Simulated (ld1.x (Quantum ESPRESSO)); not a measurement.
Which change was made? (Xe, TM semilocal)

* Element: xenon
* Generator: ld1.x (Quantum ESPRESSO) 7.5
* Type: norm-conserving Troullier–Martins (semilocal form)
* Functional: PBEsol
* Relativity: scalar-relativistic
* Frozen core: [Kr] 4d10
* Valence charge: 8
* Reference configuration: 5s2 5p6
* Partial waves: 5p (bound): rc 1.75 bohr; 5d channel at 0.35 Ry: rc 1.70 bohr; 5s (bound): rc 1.25 bohr
* Local potential: the s channel
* Core correction: a·sin(br)/r model core inside 1.10 bohr

Cutoffs, loose and tight: the cutoffs (Ry, on a coarse ladder) from which the occupation-weighted sum of valence levels, in a spherical-Bessel basis at the reference potential, stays within 10 and 1 mRy of its value at 400 Ry. They do not see the model core or the augmentation charge, which bear on the density cutoff. Test errors are all-electron minus pseudo excitation energies from the reference, over the configurations 5s2 5p5; 5s2 5p4; 5s2 5p3; 5s1 5p6; 5s2 5p2; 5s2 5p5.5; variants that change the core or the reference have their own tests.

The base gives: outcome: generated; cutoff, loose: 140 Ry; cutoff, tight: 230 Ry; bound ghosts: none; largest test error (meV): -21.

(1) After one change the result is: outcome: generated; cutoff, loose: 140 Ry; cutoff, tight: 230 Ry; bound ghosts: none; largest test error (meV): -28. Which change was it?
A. reference 5s2 5p5
B. wave 5s (bound): rc 1.25 bohr becomes 5s (bound): rc 1.40 bohr
C. wave 5p (bound): rc 1.75 bohr becomes 5p (bound): rc 2.34 bohr

Results:

(1) A. The others give: wave 5s (bound): rc 1.25 bohr becomes 5s (bound): rc 1.40 bohr → outcome: generated; cutoff, loose: 70 Ry; cutoff, tight: 140 Ry; bound ghosts: none; largest test error (meV): -42 | wave 5p (bound): rc 1.75 bohr becomes 5p (bound): rc 2.34 bohr → outcome: generated; cutoff, loose: 140 Ry; cutoff, tight: 230 Ry; bound ghosts: none; largest test error (meV): -12.
